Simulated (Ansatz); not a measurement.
B2As2⁻, relaxed as a doublet with UKS B3LYP-D4/def2-SVPD in Ansatz, starting from the B3LYP-D4/def2-SVP geometry of the neutral singlet. Force threshold 0.02 eV/Å.

The structure comes from a short search, and lower isomers may exist.

Start:

| atom | x (Å) | y (Å) | z (Å) |
| --- | --- | --- | --- |
| B1 | 0.5326 | -0.4866 | -0.3601 |
| B2 | -0.5314 | 0.4879 | 0.3602 |
| As3 | -0.1926 | 0.2700 | -1.8702 |
| As4 | 0.1914 | -0.2714 | 1.8701 |

Q: Estimate the energy that the relaxation releases and the steps that it takes.

A: 17.2 kcal/mol, in 6 steps; 54 s on 2 threads of Intel Xeon Platinum 8259CL on a shared host. No frequencies were taken in this run, so the end may be a saddle point.

Q: Does the start keep its bonding and symmetry?

A: By distances, no bond broke or formed. The bond that changes most is B1–As4, from 2.27 to 1.97 Å (atoms count from 1). Point group C2h at the start, D2h at the end, both within 0.05 Å.

Q: Predict the relaxed structure.

A: 
| atom | x (Å) | y (Å) | z (Å) |
| --- | --- | --- | --- |
| B1 | 0.608 | -0.567 | -0.189 |
| B2 | -0.608 | 0.567 | 0.189 |
| As3 | -0.246 | 0.315 | -1.733 |
| As4 | 0.246 | -0.315 | 1.733 |
Bond lengths: 4 × As–B 1.97 Å; 1 × B–B 1.71 Å.
